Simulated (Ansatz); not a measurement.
GeH4S2 (`S[S][GeH3]`), charge 0, multiplicity 1.

(1) Give a relaxed structure at PBE0-D4/def2-TZVP (Ansatz 0.2.0). (Estimate.)

Answers

(1) Ansatz gave: 
Z-matrix (Å, degrees):
```
Ge
S 1 2.234
H 1 1.534 2 109.0
H 1 1.536 2 108.7 3 120.6
H 1 1.537 2 106.1 3 -120.0
S 2 2.058 1 99.3 3 -57.9
H 6 1.347 2 98.3 1 -89.0
```
